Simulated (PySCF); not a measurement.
**Working out the ionisation energy of C⁺**

C⁺ [He] 2s2 2p1 (2P) → C²⁺ [He] 2s2 (1S). All numbers are calculated (PySCF 2.14, scalar relativity by spin-free X2C-1e, in cc-pVTZ-DK (4s3p2d1f, 30 functions)). Frozen: 1s2. Energies in hartree (1 hartree = 27.21139 eV):

```json
{"part": "UHF", "C⁺ (lower)": "-37.309855", "C²⁺ (upper)": "-36.422641"}
{"part": "CCSD correlation", "C⁺ (lower)": "-0.074502", "C²⁺ (upper)": "-0.072835"}
{"part": "(T)", "C⁺ (lower)": "-0.001146", "C²⁺ (upper)": "0.000000"}
```

Question: What does Hartree-Fock give?

Answer: (-36.422641) − (-37.309855) = 0.887214 hartree = 24.142 eV.

Question: What do CCSD and CCSD(T) give?

Answer: The CCSD correlation energies differ by 0.001667 hartree = 0.045 eV and the triples by 0.001146 hartree = 0.031 eV, so CCSD gives 24.187 eV and CCSD(T) 24.218 eV.

Measured between the centres of the two terms (NIST): 24.378 eV, so CCSD(T) (valence) is off by -0.160 eV.

The coupled-cluster amplitudes are large, so a single reference is strained.

What remains against the reference includes basis incompleteness, the frozen core and higher excitations.
